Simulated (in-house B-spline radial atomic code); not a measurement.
Bi. Computed with a B-spline radial atomic code. Model: all-electron spherical atom, spin shells full or empty, radial basis limit, no spin-orbit coupling, Breit or QED, empty-state partial waves extrapolated as (l+1/2)^-4, RPA, G0W0 and static COHSEX of the highest shell as one setting changes (uncorrelated shells keep exact exchange).

Without the two-electron picture change, core correlation of heavy ions comes too large.

Given: element Bi; charge 0; filled core Xe; hamiltonian one-electron scalar X2C; mean-field start PBE0; highest l of empty states 9; nuclear rms radius 5.5211 fm; highest mean-field shell 6p up.

Shell: 4f 7 7, 5d 5 5, 6s 1 1, 6p 3 0 (electrons up and down).

```tsv
natural log step of frequency grid	RPA correlation energy (hartree)	G0W0 level (eV)	G0W0 minus most complete (meV)	RPA minus most complete (millihartree)	linearised minus solved G0W0 (meV)
0.25	-7.275	-8.8127	0	0	-37.8
0.4	-7.275	-8.8127	0	0	-37.8
0.6	?	?	?	?	?
0.9	-7.275	-8.8127	0	0	-37.8
1.3	-7.2739	-8.8125	0.2	1.1	-37.8
1.8	?	?	?	?	?
2.5	-7.2867	-8.8087	4	-11.6	-34.3
3.5	-7.2919	-8.9276	-114.9	-16.9	-49.7
```

Problem. What follows for natural log step of frequency grid = 0.6?

Solution. RPA correlation energy -7.275 hartree; G0W0 level -8.8127 eV; G0W0 minus most complete 0 meV; RPA minus most complete 0 millihartree; linearised minus solved G0W0 -37.8 meV.

Problem. What follows for natural log step of frequency grid = 1.8?

Solution. RPA correlation energy -7.2958 hartree; G0W0 level -8.8146 eV; G0W0 minus most complete -1.9 meV; RPA minus most complete -20.8 millihartree; linearised minus solved G0W0 -36.9 meV.
